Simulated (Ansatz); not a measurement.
Born–Oppenheimer molecular dynamics of a periodic cell of 22 atoms, H₁₅NO₆ (packed as 6 H2O + 1 NH3, density as packed 0.95 g/cm³ with natural masses). It starts from a partly relaxed structure (largest force component 0.27 eV/Å).

Method: DFT r2SCAN, scalar-relativistic, plane waves, PAW (Ansatz). Settings: accuracy low, cutoff 500 eV, k mesh 1x1x1, fermi-dirac smearing 0.02 eV, no spin polarisation.

```
ensemble        : NVT, Langevin thermostat
time step       : 0.75 fs
steps asked     : 130
set temperature : 300 K
friction        : 0.02 /fs
seed            : 343566
```

First frame:

```xyz
22
Lattice="6.0277 0.0000 0.0000 0.0000 6.0277 0.0000 0.0000 0.0000 6.0277" Properties=species:S:1:pos:R:3
O 0.737 0.464 1.148
H -0.081 1.005 1.183
H 0.603 -0.259 0.501
O 2.477 1.641 2.925
H 1.887 1.226 2.264
H 2.556 0.971 3.617
O 3.812 4.866 0.494
H 3.557 5.633 1.025
H 4.268 5.252 -0.281
O 5.147 -0.050 4.317
H 5.142 0.722 3.737
H 5.913 -0.577 4.017
O 4.803 2.261 1.677
H 4.695 3.149 1.305
H 3.950 2.067 2.126
O 1.381 4.795 3.210
H 1.154 5.191 2.350
H 1.811 3.945 3.020
N 0.996 3.798 5.953
H 1.996 3.957 5.840
H 0.902 3.028 6.606
H 0.654 3.447 5.063
```

(1) What does the run give?

(2) What happens to the structure?

(3) How do temperature and energy run in time?

## Answers

(1) The run went to its last step.

* steps done: 130
* time covered: 97.5 fs
* mean temperature over the second half: 229 K
* spread of the potential energy over the second half: 4.6 meV per atom
* mean potential energy of the second half above the start: 27.0 meV per atom

The mean temperature of the second half is 24 % below the set value. A run of 0.098 ps of so small a system gives no equilibrium averages. Limits of this set-up: coarse k mesh, low accuracy level.

(2) Mean squared displacements from the first frame to the last, about the centre of mass: O 0.06 Å², H 0.16 Å², N 0.09 Å². This is one draw of velocities; another would differ in detail.

(3) 
```json
{"time (fs)": "0.0", "T (K)": "286", "potential energy less start (eV)": "0.000"}
{"time (fs)": "3.0", "T (K)": "249", "potential energy less start (eV)": "0.217"}
{"time (fs)": "6.0", "T (K)": "187", "potential energy less start (eV)": "0.286"}
{"time (fs)": "9.0", "T (K)": "191", "potential energy less start (eV)": "0.287"}
{"time (fs)": "12.0", "T (K)": "150", "potential energy less start (eV)": "0.385"}
{"time (fs)": "15.0", "T (K)": "136", "potential energy less start (eV)": "0.414"}
{"time (fs)": "18.0", "T (K)": "105", "potential energy less start (eV)": "0.516"}
{"time (fs)": "21.0", "T (K)": "107", "potential energy less start (eV)": "0.487"}
{"time (fs)": "24.0", "T (K)": "127", "potential energy less start (eV)": "0.457"}
{"time (fs)": "27.0", "T (K)": "107", "potential energy less start (eV)": "0.575"}
{"time (fs)": "30.0", "T (K)": "162", "potential energy less start (eV)": "0.450"}
{"time (fs)": "33.0", "T (K)": "198", "potential energy less start (eV)": "0.363"}
{"time (fs)": "36.0", "T (K)": "192", "potential energy less start (eV)": "0.405"}
{"time (fs)": "39.0", "T (K)": "218", "potential energy less start (eV)": "0.382"}
{"time (fs)": "42.0", "T (K)": "233", "potential energy less start (eV)": "0.351"}
{"time (fs)": "45.0", "T (K)": "204", "potential energy less start (eV)": "0.457"}
{"time (fs)": "48.0", "T (K)": "222", "potential energy less start (eV)": "0.456"}
{"time (fs)": "51.0", "T (K)": "227", "potential energy less start (eV)": "0.393"}
{"time (fs)": "54.0", "T (K)": "197", "potential energy less start (eV)": "0.500"}
{"time (fs)": "57.0", "T (K)": "229", "potential energy less start (eV)": "0.460"}
{"time (fs)": "60.0", "T (K)": "220", "potential energy less start (eV)": "0.505"}
{"time (fs)": "63.0", "T (K)": "236", "potential energy less start (eV)": "0.587"}
{"time (fs)": "66.0", "T (K)": "245", "potential energy less start (eV)": "0.505"}
{"time (fs)": "69.0", "T (K)": "194", "potential energy less start (eV)": "0.645"}
{"time (fs)": "72.0", "T (K)": "207", "potential energy less start (eV)": "0.582"}
{"time (fs)": "75.0", "T (K)": "221", "potential energy less start (eV)": "0.586"}
{"time (fs)": "78.0", "T (K)": "208", "potential energy less start (eV)": "0.643"}
{"time (fs)": "81.0", "T (K)": "257", "potential energy less start (eV)": "0.573"}
{"time (fs)": "84.0", "T (K)": "212", "potential energy less start (eV)": "0.698"}
{"time (fs)": "87.0", "T (K)": "232", "potential energy less start (eV)": "0.619"}
{"time (fs)": "90.0", "T (K)": "257", "potential energy less start (eV)": "0.657"}
{"time (fs)": "93.0", "T (K)": "258", "potential energy less start (eV)": "0.825"}
{"time (fs)": "96.0", "T (K)": "307", "potential energy less start (eV)": "0.691"}
```

Time of the run: 13 min on 1 thread of Intel(R) Xeon(R) Platinum 8488C (Sapphire Rapids) (shared host), peak memory 0.56 GiB.
